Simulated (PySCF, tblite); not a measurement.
A database entry of computed molecular properties. Lists by class give the value and the number of equivalent atoms.

```json
{
 "formula": "C4H7FO2Si",
 "smiles": "CC[Si](F)(C=O)C=O",
 "charge": 0,
 "multiplicity": 1,
 "geometry_level": "GFN2-xTB",
 "electronic_structure_code": "PySCF",
 "results": {
  "GFN2-xTB geometry": {
   "rotational_constants_GHz": [1.507, 1.416, 1.234]
  },
  "B3LYP/def2-SVPD ground state and vertical TDDFT (core frozen in the response)": {
   "dipole_D": 2.1,
   "homo_eV": -6.97,
   "lumo_eV": -2.86,
   "S1_eV": 2.78,
   "strongest_line_of_8_singlets_eV": 4.78,
   "T1_tda_eV": 2.14,
   "polarisability_au": 80.1,
   "r2_bohr2_about_centre_of_nuclear_charge": 1196.9,
   "singlets_eV_and_f": [
    [2.78, 0.009],
    [3.18, 0.003],
    [4.1, 0.0],
    [4.78, 0.084],
    [5.77, 0.003],
    [5.81, 0.037],
    [6.36, 0.007],
    [6.38, 0.018]
   ],
   "triplets_tda_eV": [2.14, 2.52, 3.95]
  },
  "PBE0/pcSseg-1 ground state and GIAO shieldings, non-relativistic": {
   "shift_vs_computed_TMS_C_by_class_ppm": [
    [245.8, 2],
    [10.8, 1],
    [5.5, 1]
   ],
   "shift_vs_computed_TMS_H_by_class_ppm": [
    [12.36, 2],
    [1.18, 3],
    [1.1, 2]
   ],
   "shielding_other_nuclei_by_class_ppm": [
    ["O", -635.6, 2],
    ["F", 381.2, 1],
    ["Si", 391.4, 1]
   ]
  },
  "GFN2-xTB harmonic vibrations, gas phase": {
   "strongest_ir_bands_cm-1_km_per_mol_modes": [
    [775.3, 78.9, 1],
    [791.6, 220.4, 1],
    [809.6, 121.2, 1],
    [1725.9, 304.3, 1],
    [1757.4, 150.9, 1],
    [2694.5, 181.2, 1]
   ],
   "zpe_kcal_per_mol": 64.7
  }
 }
}
```

The vertical singlet–triplet gap S1 − T1 is 0.64 eV (TDDFT singlet less Tamm–Dancoff triplet; S1: HOMO→LUMO, weight 0.89; T1: HOMO→LUMO, weight 0.87). S1 lies 1.33 eV below the HOMO–LUMO gap; its leading configuration is HOMO→LUMO, weight 0.89. The principal polarisabilities are 70.9, 84.5 and 85.1 au; their mean is the isotropic value.

One conformer (not necessarily the lowest) at the GFN2-xTB geometry, without solvent or vibrations. NMR classes are plain means over equivalent atoms (diastereotopic ones count apart unless rotation or inversion swaps them), as if these changed places fast; in this geometry the members of some classes differ.

For the NMR shielding job (PBE0/pcSseg-1), hardware: an Arm Neoverse N1 with one thread, shared host with 64 logical CPUs at a one-minute load of 58. Cost: 65 s of wall time (with the writing of density and orbital grids), 0.87 GiB resident at most.

Conformer computed: `[CH3:1][CH2:2][Si:3]([F:4])([CH:5]=[O:6])[CH:7]=[O:8]`: C1–C2–Si3–F4 -179°, C2–Si3–C5–O6 45°, C2–Si3–C7–O8 -41°.
